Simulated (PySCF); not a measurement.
## Fe²⁺ (iron, charge +2) across methods

[Ar] 3d5 4p1, high-spin 7P determinant (an excited configuration). Calculation: PySCF 2.14, in aug-cc-pVDZ (7s6p4d2f, 59 functions); no relativity, point nucleus.

| method | E (hartree) | mean ε 3p β (eV) | mean ε 3d α (eV) | mean ε 4p α (eV) | Σ⟨r²⟩ (bohr²) | ⟨S²⟩ |
| --- | --- | --- | --- | --- | --- | --- |
| r2SCAN | -1262.398 | -83.194 | -36.010 | -17.648 | 22.17 | 12.000 |
| LDA | -1259.896 | -82.426 | -35.557 | -17.600 | 22.11 | 12.000 |
| B97-3 | -1262.274 | -85.873 | -38.391 | -18.138 | 22.30 | 12.001 |
| M06-2X | -1262.388 | -88.816 | -41.190 | -18.921 | 22.32 | 12.001 |
| UHF | -1261.33497 | -93.473 | -46.444 | -19.879 | 22.68 | 12.001 |
| TPSSh | -1262.426 | -83.933 | -36.528 | -17.733 | 22.25 | 12.000 |
| M06-L | -1262.372 | -83.119 | -35.751 | -17.294 | 22.18 | 12.001 |
| PBE0 | -1262.202 | -85.555 | -38.348 | -18.223 | 22.26 | 12.000 |
| PBE | -1262.146 | -82.354 | -35.373 | -17.523 | 22.21 | 12.000 |
